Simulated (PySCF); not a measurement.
C5H9N, SMILES C=CC(N)C=C.

Geometry: B3LYP-D3(BJ)/def2-SVP. Other conformers were not sampled.

Level of theory: PBE/def2-TZVP in PySCF.

Computed frontier levels, gap, dipole moment and polarisability:
- highest occupied level: -5.54 eV
- lowest empty level: -1.33 eV
- orbital gap: 4.21 eV
- dipole moment: 1.13 D
- quadrupole, principal values (traceless, Buckingham form, about the centre of nuclear charge): -8.52, 2.58, 5.94 D·Å
- mean static polarisability: 73.5 bohr³ (10.89 Å³)
- polarisability, principal values: 58.7, 73.3, 88.3 bohr³
